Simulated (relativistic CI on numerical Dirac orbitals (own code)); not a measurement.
## Sensitivity of the levels of Gd7+ to α and to the nuclear radius

Computed by Dirac-Coulomb-Breit CI, orbitals from a KLI potential per configuration, derivatives by finite differences, unscaled Slater integrals, QED left out (own radial code, finite nucleus).

CI space (outside the closed core [Kr] 4d10 5s2): 4f6 5p3. The list is cut by size and lacks configurations that can hold low levels.

With x = (α/α₀)² − 1 an excitation energy changes as ω = ω₀ + qx; K = 2q/ω₀ is the relative enhancement. Terms are leading LS components, so labels can repeat. The field-shift factor is F = δν/δ⟨r²⟩ for the transition from the lowest level.

Lowest level 4f6 5p3 10F°_3/2.

| Level | ω₀ (cm⁻¹) | q (cm⁻¹) | K | F (GHz/fm²) |
| --- | --- | --- | --- | --- |
| 4f6 5p3 10F°_5/2 | 1375.1 | 2239 | 3.26 | -0.0655 |
| 4f6 5p3 10F°_7/2 | 2970.2 | 4754 | 3.2 | -0.138 |
| 4f6 5p3 10F°_9/2 | 4512.4 | 6955 | 3.08 | -0.187 |
| 4f6 5p3 10F°_11/2 | 5738.8 | 8214 | 2.86 | -0.171 |
| 4f6 5p3 10F°_13/2 | 6463.5 | 8176 | 2.53 | -0.0656 |
| 4f6 5p3 10F°_15/2 | 6604.3 | 6923 | 2.1 | 0.122 |
| 4f6 5p3 8F°_1/2 | 22291.5 | -6107 | -0.548 | 0.504 |
| 4f6 5p3 8F°_3/2 | 23029.6 | -5119 | -0.445 | 0.537 |
| 4f6 5p3 8F°_5/2 | 24266.6 | -4301 | -0.354 | 0.595 |
| 4f6 5p3 8F°_7/2 | 26201.5 | -3956 | -0.302 | 0.668 |
| 4f6 5p3 8F°_9/2 | 28815.6 | -4001 | -0.278 | 0.711 |
| 4f6 5p3 8F°_11/2 | 30767.5 | -2619 | -0.17 | 0.689 |
| 4f6 5p3 8H°_5/2 | 31473.7 | -8970 | -0.57 | 0.738 |
| 4f6 5p3 8H°_7/2 | 31604.2 | -7228 | -0.457 | 0.798 |
| 4f6 5p3 8H°_3/2 | 31763.4 | -7628 | -0.48 | 0.503 |
| 4f6 5p3 8F°_13/2 | 32551.3 | 301 | 0.0185 | 0.603 |
| 4f6 5p3 8D°_9/2 | 32956.1 | -4636 | -0.281 | 0.847 |
| 4f6 5p3 8D°_3/2 | 33202.5 | -2307 | -0.139 | 0.247 |
| 4f6 5p3 8D°_5/2 | 35985.4 | 1970 | 0.109 | 0.119 |
| 4f6 5p3 8D°_7/2 | 39320.8 | 3857 | 0.196 | 0.194 |
| 4f6 5p3 6F°_1/2 | 41425.3 | -9484 | -0.458 | 0.775 |
| 4f6 5p3 8D°_9/2 | 42330.5 | 4482 | 0.212 | 0.313 |
| 4f6 5p3 6F°_11/2 | 42384.2 | -12.22 | -0.000577 | 0.53 |

At this charge configurations can still be misplaced by up to about 7 % of their energy. Terms inside the open d or f shell come out 10 to 20 % too wide with unscaled integrals. Levels and lines within the n = 5 or 6 shells can be off by up to 10 % or somewhat more, and those that change n by about 2 %, since core polarisation is missing.
